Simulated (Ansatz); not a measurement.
Steps of a relaxation of `C[NH][Ga]([F])[F]` with RKS PBE0-D4/def2-TZVP.

```sh
$ ansatz run in.yaml --threads 4 --pin off --events-out ev --progress --plain --max-ram 10444MiB
```

```yaml
crystal:
  periodic: [false, false, false]
  atoms:
    - {symbol: C, position_ang: [-0.669280, -0.973110, 0.565990]}
    - {symbol: N, position_ang: [0.271670, 0.140300, 0.659070]}
    - {symbol: Ga, position_ang: [0.795810, 1.026380, -0.903650]}
    - {symbol: F, position_ang: [0.586120, 0.315680, -2.490880]}
    - {symbol: F, position_ang: [1.709550, 2.515000, -0.846910]}
    - {symbol: H, position_ang: [-1.715870, -0.663050, 0.495230]}
    - {symbol: H, position_ang: [-0.421440, -1.577610, -0.307610]}
    - {symbol: H, position_ang: [-0.543380, -1.592140, 1.457650]}
    - {symbol: H, position_ang: [-0.013190, 0.808550, 1.371120]}
basis:
  gaussian: {orbitals: def2-TZVP}
hamiltonian: {xc: pbe0, dispersion: d4}
relax: {f_tol: 0.005, max_steps: 150}
```

Positions (Å) and forces (eV/Å) along the path, 12 of 12 steps:

```xyz
9
step=1 energy=-60395.0192 eV
C    -0.669   -0.973    0.566    0.307    0.110    0.100
N     0.272    0.140    0.659   -0.026    0.950   -1.072
Ga    0.796    1.026   -0.904   -0.159   -0.524    0.828
F     0.586    0.316   -2.491    0.060    0.108    0.254
F     1.710    2.515   -0.847   -0.149   -0.167   -0.047
H    -1.716   -0.663    0.495   -0.041   -0.056   -0.032
H    -0.421   -1.578   -0.308   -0.101   -0.070    0.040
H    -0.543   -1.592    1.458   -0.125   -0.148   -0.028
H    -0.013    0.809    1.371    0.233   -0.204   -0.042
9
step=2 energy=-60395.0830 eV
C    -0.680   -0.964    0.565    0.229    0.074    0.062
N     0.268    0.148    0.627   -0.207    0.552   -0.505
Ga    0.808    1.015   -0.898   -0.096   -0.265    0.451
F     0.659    0.283   -2.478    0.045    0.068    0.152
F     1.635    2.552   -0.848   -0.085   -0.148   -0.030
H    -1.728   -0.652    0.523   -0.009    0.014   -0.003
H    -0.476   -1.573   -0.318   -0.013    0.006    0.018
H    -0.547   -1.603    1.443   -0.032   -0.031   -0.009
H     0.060    0.793    1.386    0.168   -0.270   -0.136
9
step=3 energy=-60395.0983 eV
C    -0.700   -0.954    0.565    0.025    0.015   -0.041
N     0.203    0.192    0.558   -0.553    0.162    1.043
Ga    0.753    1.040   -0.906    0.529   -0.075   -0.559
F     0.806    0.230   -2.461   -0.124    0.193    0.233
F     1.603    2.560   -0.845   -0.115    0.012   -0.026
H    -1.763   -0.674    0.613    0.164   -0.019    0.022
H    -0.557   -1.539   -0.349   -0.004    0.052    0.090
H    -0.484   -1.617    1.414    0.015    0.128   -0.109
H     0.139    0.762    1.411    0.063   -0.468   -0.652
9
step=4 energy=-60395.1412 eV
C    -0.718   -0.951    0.559    0.080   -0.008    0.219
N     0.042    0.280    0.526    0.094    0.142   -0.137
Ga    0.836    1.015   -0.902   -0.092   -0.070    0.113
F     0.811    0.229   -2.456    0.004    0.003   -0.005
F     1.677    2.537   -0.843    0.005   -0.015    0.005
H    -1.789   -0.781    0.710   -0.026    0.039   -0.008
H    -0.600   -1.500   -0.375    0.029   -0.007   -0.045
H    -0.361   -1.593    1.373   -0.049   -0.073   -0.089
H     0.103    0.763    1.409   -0.045   -0.010   -0.054
9
step=5 energy=-60395.1292 eV rejected
C    -0.701   -0.947    0.577   -0.106   -0.083   -0.454
N     0.036    0.300    0.529   -0.102   -0.256    0.437
Ga    0.833    1.014   -0.901    0.023    0.004    0.030
F     0.806    0.227   -2.455   -0.018   -0.015    0.042
F     1.704    2.520   -0.869   -0.016    0.007    0.026
H    -1.774   -0.781    0.727    0.000   -0.008    0.047
H    -0.589   -1.459   -0.380   -0.065   -0.094   -0.006
H    -0.353   -1.642    1.350    0.124    0.198    0.021
H     0.039    0.767    1.422    0.160    0.247   -0.143
9
step=6 energy=-60395.1449 eV
C    -0.712   -0.952    0.562    0.043   -0.001    0.104
N     0.048    0.280    0.531    0.035    0.051   -0.092
Ga    0.834    1.012   -0.901   -0.047   -0.037    0.064
F     0.810    0.227   -2.455    0.002   -0.005    0.000
F     1.683    2.529   -0.843    0.003   -0.003    0.004
H    -1.782   -0.780    0.723   -0.010    0.024   -0.002
H    -0.605   -1.488   -0.381    0.014    0.005   -0.018
H    -0.353   -1.611    1.360   -0.019   -0.032   -0.047
H     0.077    0.782    1.403   -0.021   -0.003   -0.014
9
step=7 energy=-60395.1467 eV
C    -0.711   -0.951    0.565    0.001    0.005   -0.003
N     0.038    0.288    0.528   -0.005   -0.002    0.010
Ga    0.838    1.006   -0.898    0.006    0.006   -0.009
F     0.833    0.212   -2.448    0.000   -0.006    0.002
F     1.684    2.525   -0.841   -0.002   -0.003    0.001
H    -1.775   -0.783    0.763    0.001   -0.002    0.003
H    -0.633   -1.464   -0.395   -0.002    0.004   -0.002
H    -0.324   -1.631    1.331    0.004   -0.005   -0.002
H     0.050    0.799    1.395   -0.003    0.002    0.000
9
step=8 energy=-60395.1440 eV rejected
C    -0.708   -0.945    0.561    0.064   -0.082    0.169
N     0.030    0.302    0.538    0.037   -0.086   -0.334
Ga    0.840    1.005   -0.900   -0.122   -0.161    0.212
F     0.844    0.174   -2.430    0.005    0.016   -0.013
F     1.683    2.521   -0.839    0.057    0.100   -0.033
H    -1.769   -0.796    0.791    0.022    0.022    0.014
H    -0.655   -1.427   -0.416    0.013   -0.016   -0.031
H    -0.296   -1.654    1.297   -0.063    0.151   -0.128
H     0.032    0.818    1.397   -0.012    0.057    0.145
9
step=9 energy=-60395.1471 eV
C    -0.711   -0.950    0.564    0.002    0.003    0.002
N     0.029    0.295    0.528   -0.002    0.000   -0.004
Ga    0.840    1.004   -0.896    0.000    0.000    0.004
F     0.842    0.200   -2.441    0.001   -0.002    0.004
F     1.687    2.524   -0.842    0.001    0.001   -0.002
H    -1.772   -0.791    0.783   -0.001    0.000    0.002
H    -0.648   -1.450   -0.404   -0.001    0.003   -0.001
H    -0.307   -1.638    1.314    0.003   -0.003   -0.002
H     0.040    0.806    1.395   -0.002   -0.003   -0.003
9
step=10 energy=-60395.1472 eV
C    -0.712   -0.948    0.562   -0.011   -0.015   -0.007
N     0.011    0.306    0.524   -0.009   -0.006    0.009
Ga    0.842    1.004   -0.894    0.023   -0.007   -0.001
F     0.866    0.181   -2.429   -0.007    0.008    0.004
F     1.690    2.522   -0.844   -0.007    0.001   -0.004
H    -1.768   -0.802    0.819    0.027   -0.007   -0.005
H    -0.677   -1.428   -0.418   -0.004    0.006    0.024
H    -0.277   -1.648    1.286   -0.011    0.020   -0.017
H     0.025    0.813    1.393    0.000    0.000   -0.004
9
step=11 energy=-60395.1459 eV rejected
C    -0.712   -0.947    0.562    0.006   -0.052    0.000
N     0.007    0.310    0.525   -0.005   -0.020   -0.004
Ga    0.864    0.992   -0.886   -0.080    0.046   -0.028
F     0.868    0.175   -2.425    0.029   -0.007    0.021
F     1.682    2.527   -0.849    0.026   -0.022    0.006
H    -1.765   -0.805    0.834    0.055   -0.004   -0.013
H    -0.690   -1.417   -0.424   -0.010    0.013    0.046
H    -0.267   -1.655    1.272   -0.033    0.048   -0.038
H     0.014    0.820    1.392    0.013   -0.001    0.009
9
step=12 energy=-60395.1473 eV
C    -0.712   -0.948    0.562   -0.001   -0.002    0.000
N     0.010    0.306    0.523   -0.002   -0.003    0.001
Ga    0.846    1.002   -0.893    0.000   -0.002    0.000
F     0.864    0.182   -2.429    0.000    0.001    0.000
F     1.691    2.523   -0.845   -0.001   -0.001    0.000
H    -1.767   -0.804    0.819   -0.001    0.002    0.000
H    -0.678   -1.429   -0.416    0.001    0.001   -0.002
H    -0.277   -1.646    1.286    0.002    0.001    0.001
H     0.024    0.813    1.393    0.001    0.002    0.000
```

Run time 40 s (4 threads of an Arm Neoverse V1 on a shared host); peak host memory 0.52 GiB.
